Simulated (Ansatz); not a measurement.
Molecule: C$_{4}$H$_{2}$BrSe, charge -1, multiplicity 1. It need not be the lowest isomer of its formula. Whether it binds its extra electron was not tested at this geometry. SMILES: Brc1[c-]c[se]c1
Geometry from a B3LYP-D3(BJ)/def2-TZVP (Ansatz, a program for electronic structure) optimisation:
```
C
C 1 1.3584
H 2 1.0784 1 127.91
C 1 1.4157 2 122.71 3 180.00
C 4 1.3370 1 109.25 2 0.00
H 5 1.0806 4 132.18 1 180.00
Se 2 1.8733 3 121.67 1 180.00
Br 1 1.9787 2 116.33 3 0.00
```
Charge -1, spin multiplicity 1.

Parts of the frozen-core correlation energy in 6-31G* (Ansatz, hartree). Frozen orbitals: 32; correlated occupied orbitals by spin: 16 and 16; virtual: 86 and 86. No spin-orbit coupling. Non-relativistic. The restricted reference is unstable.

```json
[
 {"term": "reference (HF)", "value": "-5124.18769"},
 {"term": "MP2 opposite-spin", "value": "?"},
 {"term": "MP2 same-spin", "value": "-0.20838"},
 {"term": "CCSD correlation", "value": "?"},
 {"term": "(T)", "value": "?"},
 {"term": "T1 diagnostic", "value": "0.020"},
 {"term": "largest doubles amplitude", "value": "0.093"}
]
```

**Question.** Fill in the missing entries.

**Answer.** 
- MP2 opposite-spin, value: -0.54746
- CCSD correlation, value: -0.78436
- (T), value: -0.03892
